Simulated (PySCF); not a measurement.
## perfluoroethyl chloride: calculation against experiment

**What was measured.**

From NIST CCCBDB Release 22 (SRD 101), experimental dipoles, for the gas: dipole moment (dielectric constant against temperature) 0.52 D.

How close the calculation comes is told at the end.

Species: perfluoroethyl chloride, C2ClF5.
Atom-mapped SMILES: `[F:1][C:2]([F:3])([F:4])[C:5]([F:6])([F:7])[Cl:8]`

Structure used (GFN2-xTB), in Å, numbered top down from 1:
```xyz
8
C2ClF5 angstrom
F     -1.5458   -0.2981   -0.8804
C     -0.7679   -0.0513    0.1680
F     -1.1673    1.0898    0.7179
F     -0.9479   -1.0248    1.0534
C      0.7255    0.0361   -0.2548
F      0.8792    1.0007   -1.1667
F      1.0984   -1.1119   -0.8284
Cl     1.7349    0.3687    1.1665
```

Runs made with PySCF (gas phase, on this GFN2-xTB geometry; no spin–orbit coupling):

```tsv
level	job	basis functions	wall time
CAM-B3LYP/def2-SVPD	8 singlets by full TDDFT, 3 Tamm–Dancoff triplets, polarisability	182	24 s
```

Hardware: one thread of an x86-64 server (shared host).

Results beside the measurements:

**Dipole moment.** Measured: 0.52 D (NIST CCCBDB Release 22 (SRD 101), experimental dipoles).

```tsv
level	computed (D)	computed − measured (D)	% (from the printed values)
CAM-B3LYP/def2-SVPD	0.54	+0.02	+4
```

The computed dipoles belong to one fixed geometry; measured ones are averaged over vibrations unless marked μe. Magnitudes are compared, not signs.

The geometry is computed, not the measured one. Where a level misses, the cause wasn't examined.
